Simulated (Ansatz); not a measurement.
Reactions of C$_{2}$H$_{6}$SiTe (`[TeH][SiH]1CC1`).

Isolated molecules relaxed with PBE0-D4/def2-TZVP in Ansatz; ΔE leaves out vibrations. CBS: MP2 limit from def2 TZ/QZ plus the TZ coupled-cluster correction, frozen cores. This one scheme is used for every species, atoms too. For atomizations the MP2-based limit and the directly extrapolated one differ by several kJ/mol either way, and by 10 to 25 for some Ge, Se and Sn compounds, so smaller differences from it don't rank the levels. Open shells (•) are unrestricted, without spin–orbit coupling. Spin–orbit coupling would lower the free atoms: a little for C, Si; strongly for Te. def2 core potentials past Kr. For Te outer-core shells are correlated without core-valence functions, so the limit isn't a true one: a few kJ/mol of doubt a bond, and 10 to 20 or more in all where bonds break to atoms.

(1) Order these by ΔE at CCSD(T)/CBS, lowest first. (An estimate is asked.)
A. `[TeH][SiH]1CC1` + H–F → `F[SiH]1CC1` + H₂Te
B. `[TeH][SiH]1CC1` + HCl → `Cl[SiH]1CC1` + H₂Te
C. `[TeH][SiH]1CC1` + PH₃ → `P[TeH]` + `C1C[SiH2]1`
D. `[TeH][SiH]1CC1` + H₂ → H₂Te + `C1C[SiH2]1`
E. `[TeH][SiH]1CC1` → 2 C• + 6 H• + Si• + Te•
F. `[TeH][SiH]1CC1` + `B1N[SiH2]1` → `[TeH]B1N[SiH2]1` + `C1C[SiH2]1`
G. `[TeH][SiH]1CC1` + `[CH3][AlH][CH3]` → `[CH3][Al]([CH3])[TeH]` + `C1C[SiH2]1`

Largest T1 diagnostic: 0.014, for `B1N[SiH2]1`.

Answers

(1) G (-69.4 kJ/mol), A (-52.0 kJ/mol), B (-23.5 kJ/mol), F (+8.9 kJ/mol), C (+34.8 kJ/mol), D (+49.0 kJ/mol), E (+3403.7 kJ/mol).
